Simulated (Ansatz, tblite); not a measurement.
Spin states of Be₂Te₂⁺ (the lowest doublet isomer of a short search), each relaxed with r2SCAN-D4/def2-TZVP in Ansatz. Electronic energies in the gas phase.

In the def2 sets Te takes a core potential; there is no spin–orbit coupling. The xTB rows come from tblite. HSE06 is defined as in plane-wave codes, on full-range PBE exchange. Correlated methods freeze 8 core orbitals; core or outer-core shells of Te are correlated, in sets that lack core-valence functions. The structure comes from a short search, and lower isomers may exist.

Doublet geometry (D2h within 0.1 Å):

```xyz
4

Be    0.392   -0.962   -0.292
Be   -0.392    0.962    0.292
Te    1.837    0.569    0.593
Te   -1.837   -0.569   -0.593
```

Quartet geometry (D2h within 0.1 Å):

| atom | x (Å) | y (Å) | z (Å) |
| --- | --- | --- | --- |
| Be1 | -0.5833 | 1.0006 | -0.5405 |
| Be2 | 0.5833 | -1.0006 | 0.5405 |
| Te3 | 0.4608 | -0.7150 | -1.8210 |
| Te4 | -0.4608 | 0.7150 | 1.8210 |

⟨S²⟩: doublet 0.78 at PBE0-D4/def2-TZVP (pure 0.75), quartet 3.77 at PBE0-D4/def2-TZVP (pure 3.75).

Run but left out: HF/def2-TZVPP, MP2/def2-TZVPP, CCSD/def2-TZVPP, CCSD(T)/def2-TZVPP (flagged by the program: other roots); MP2/def2-TZVP (doublet: ⟨S²⟩ 0.92, where a pure state has 0.75).

Only these spin states were relaxed. The quartet has other bonds than the doublet, so the gap mixes isomer and spin.

(1) Estimate which spin state lies lowest at each of these levels, and by how much: GFN1-xTB; GFN2-xTB; HF/def2-TZVP; PBE-D4/def2-TZVP; r2SCAN-D4/def2-TZVP; B97M-V/def2-TZVP; r2SCANh-D4/def2-TZVP; PBE0-D4/def2-TZVP; HSE06-D4/def2-TZVP; CAM-B3LYP-D4/def2-TZVP; ωB97M-V/def2-TZVP; RPA@PBE/def2-TZVP.

## Answers

(1) 
```json
{"level": "GFN1-xTB", "quartet − doublet (kcal/mol)": "46.5", "lowest of these": "doublet", "remarks": "–"}
{"level": "GFN2-xTB", "quartet − doublet (kcal/mol)": "57.1", "lowest of these": "doublet", "remarks": "–"}
{"level": "HF/def2-TZVP", "quartet − doublet (kcal/mol)": "44.9", "lowest of these": "doublet", "remarks": "spin-contaminated (⟨S²⟩ 0.92) (doublet)"}
{"level": "PBE-D4/def2-TZVP", "quartet − doublet (kcal/mol)": "64.0", "lowest of these": "doublet", "remarks": "–"}
{"level": "r2SCAN-D4/def2-TZVP", "quartet − doublet (kcal/mol)": "61.5", "lowest of these": "doublet", "remarks": "–"}
{"level": "B97M-V/def2-TZVP", "quartet − doublet (kcal/mol)": "65.6", "lowest of these": "doublet", "remarks": "–"}
{"level": "r2SCANh-D4/def2-TZVP", "quartet − doublet (kcal/mol)": "60.9", "lowest of these": "doublet", "remarks": "–"}
{"level": "PBE0-D4/def2-TZVP", "quartet − doublet (kcal/mol)": "62.3", "lowest of these": "doublet", "remarks": "–"}
{"level": "HSE06-D4/def2-TZVP", "quartet − doublet (kcal/mol)": "62.2", "lowest of these": "doublet", "remarks": "–"}
{"level": "CAM-B3LYP-D4/def2-TZVP", "quartet − doublet (kcal/mol)": "62.5", "lowest of these": "doublet", "remarks": "–"}
{"level": "ωB97M-V/def2-TZVP", "quartet − doublet (kcal/mol)": "64.0", "lowest of these": "doublet", "remarks": "–"}
{"level": "RPA@PBE/def2-TZVP", "quartet − doublet (kcal/mol)": "56.1", "lowest of these": "doublet", "remarks": "–"}
```

Change of the quartet − doublet gap on mixing in exact exchange, in kcal/mol: PBE to PBE0 (25 % exact exchange) -1.7; r2SCAN to r2SCANh (10 % exact exchange) -0.6. The xTB methods have no spin-polarisation term.
